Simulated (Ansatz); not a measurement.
`FC(Br)I` + H₂ → `FCI` + HBr at 500 K and 1 bar (hydrogenolysis of a C–Br bond).

Computed with Ansatz on PBE0-D4/def2-TZVP structures; ΔE is electronic, products minus reactants. CCSD(T)/CBS adds triple-zeta CCSD(T) − MP2 to the extrapolated MP2 energy (def2 sets, frozen cores). This one scheme is used for every species. Elements past krypton have def2 core potentials. For Br, I outer-core shells are correlated without core-valence functions, which leaves a few kJ/mol of doubt a bond. Scalar relativity is left out up to krypton.

```tsv
species	CCSD(T)/CBS energy (Eh)	H − E (kJ/mol)	S (J/(mol·K))
`FC(Br)I`	-3009.18101	82.0	363.0
H₂	-1.17544	41.0	145.5
`FCI`	-436.46970	102.3	313.9
HBr	-2573.91920	30.5	213.7
```

H − E and S are ideal-gas, rigid-rotor, harmonic terms from PBE0-D4/def2-TZVP, for one conformer and one mirror image of each species. The MP2-based limit puts H₂ 0.8 mEh under its directly extrapolated value; such offsets cancel only in part. 1 Eh = 2625.50 kJ/mol, R = 8.31446 J/(mol·K).

Q: By hand: ΔE, ΔH, ΔS and ΔG.

A: ΔE = (-436.46970) + (-2573.91920) − (-3009.18101) − (-1.17544) = -0.03245 Eh = -85.2 kJ/mol. Δ(H − E) = 102.3 + 30.5 − 82.0 − 41.0 = 9.8, so ΔH = -75.4 kJ/mol. ΔS = 313.9 + 213.7 − 363.0 − 145.5 = 19.1 J/(mol·K). ΔG = -75.4 − 500 × (19.1)/1000 = -85.0 kJ/mol.

Q: By hand: the equilibrium constant, and the temperature at which ΔG would vanish if ΔH and ΔS stayed fixed.

A: log₁₀ K = −ΔG/(RT ln 10) = 8.9. ΔH and −TΔS have one sign here, so there is no such temperature.

ΔH outweighs TΔS. A doubt of 5 kJ/mol in ΔE shifts log₁₀ K by 0.5 here. Other conformers and mirror images would add mixing entropy, several J/(mol·K) or more a flexible species. These are equilibria of isolated gas molecules and say nothing of rates. Largest T1 diagnostic: 0.010 (customary marks: 0.02 for closed shells, 0.045 for open ones).
